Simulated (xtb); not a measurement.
AgF, charge -1, doublet, at a GFN2-xTB geometry (such geometries of metal compounds can be far from the true shape) (the multiplicity is a formal guess); GFN2-xTB (xtb).

The xtb input:
```
$ xtb mol.xyz --gfn 2 --chrg -1 --uhf 1 --hess --json

# file mol.xyz
2

Ag    -0.00000000    -0.00000000    -0.38161718
F      0.00000000     0.00000000     1.99288972
```

Task: Predict the main parts of the log of this xtb run.

Result: 
```
   ID    Z sym.   atoms
    1   47 Ag     1
    2    9 F      2

           -------------------------------------------------
          |                Calculation Setup                |
           -------------------------------------------------

           -------------------------------------------------
          |                 G F N 2 - x T B                 |
           -------------------------------------------------

          ...................................................
          :                      SETUP                      :
          :.................................................:
          :  # basis functions                  14          :
          :  # atomic orbitals                  13          :
          :  # shells                            5          :
          :  # electrons                        19          :
          :  max. iterations                   250          :
          :  Hamiltonian                  GFN2-xTB          :
          :  restarted?                      false          :
          :  GBSA solvation                  false          :
          :  PC potential                    false          :
          :  electronic temp.          300.0000000     K    :
          :  accuracy                    1.0000000          :
          :  -> integral cutoff          0.2500000E+02      :
          :  -> integral neglect         0.1000000E-07      :
          :  -> SCF convergence          0.1000000E-05 Eh   :
          :  -> wf. convergence          0.1000000E-03 e    :
          :  Broyden damping             0.4000000          :
          :  net charge                         -1          :
          :  unpaired electrons                  1          :
          ...................................................

 iter      E             dE          RMSdq      gap      omega  full diag
   1     -8.7451192 -0.874512E+01  0.218E+01    3.84       0.0  T
   2     -8.7855232 -0.404040E-01  0.598E+00    4.44       1.0  T
   3     -8.7871753 -0.165206E-02  0.611E+00    4.44       1.0  T
   4     -8.7869499  0.225356E-03  0.194E+00    4.53       1.0  T
   5     -8.7872882 -0.338320E-03  0.300E-01    4.56       1.0  T
   6     -8.7872876  0.655122E-06  0.196E-01    4.57       1.0  T
   7     -8.7872905 -0.290033E-05  0.195E-02    4.57       3.6  T
   8     -8.7872905 -0.287824E-07  0.966E-03    4.57       7.3  T
   9     -8.7872906 -0.627469E-07  0.303E-03    4.57      23.4  T
[...]
         :: total energy              -8.787238538442 Eh    ::
[...]
          :  scaling factor                  1.0000000      :
          :  rotor cutoff                   50.0000000 cm⁻¹ :
          :  imag. cutoff                  -20.0000000 cm⁻¹ :
          :.................................................:

    mode    ω/cm⁻¹     T·S(HO)/kcal·mol⁻¹    T·S(FR)/kcal·mol⁻¹   T·S(vib)
   ------------------------------------------------------------------------
       1    207.09    -0.61692 ( 99.66%)    -0.63515 (  0.34%)    -0.61698
   ------------------------------------------------------------------------

   temp. (K)  partition function   enthalpy   heat capacity  entropy
                                   cal/mol     cal/K/mol   cal/K/mol   J/K/mol
 298.15  VIB   1.58                  344.950      1.827      2.069
         ROT  0.112E+04              592.502      1.987     15.939
         INT  0.177E+04              937.452      3.814     18.009
         TR   0.138E+28             1481.254      4.968     40.409
         TOT                        2418.7057     8.7824    58.4176   244.4194

       T/K    H(0)-H(T)+PV         H(T)/Eh          T*S/Eh         G(T)/Eh
   ------------------------------------------------------------------------
    298.15    0.385445E-02    0.432624E-02    0.277561E-01   -0.234299E-01
   ------------------------------------------------------------------------

         :::::::::::::::::::::::::::::::::::::::::::::::::::::
         ::                  THERMODYNAMIC                  ::
         :::::::::::::::::::::::::::::::::::::::::::::::::::::
         :: total free energy          -8.810668400957 Eh   ::
         ::.................................................::
         :: total energy               -8.787238538443 Eh   ::
         :: zero point energy           0.000471790613 Eh   ::
         :: G(RRHO) w/o ZPVE           -0.023901653128 Eh   ::
         :: G(RRHO) contrib.           -0.023429862515 Eh   ::
         :::::::::::::::::::::::::::::::::::::::::::::::::::::

           -------------------------------------------------
          | TOTAL ENERGY               -8.787238538443 Eh   |
          | TOTAL ENTHALPY             -8.782912294900 Eh   |
          | TOTAL FREE ENERGY          -8.810668400957 Eh   |
          | GRADIENT NORM               0.000000141722 Eh/α |
          | HOMO-LUMO GAP               4.569869896291 eV   |
           -------------------------------------------------

normal termination of xtb
```
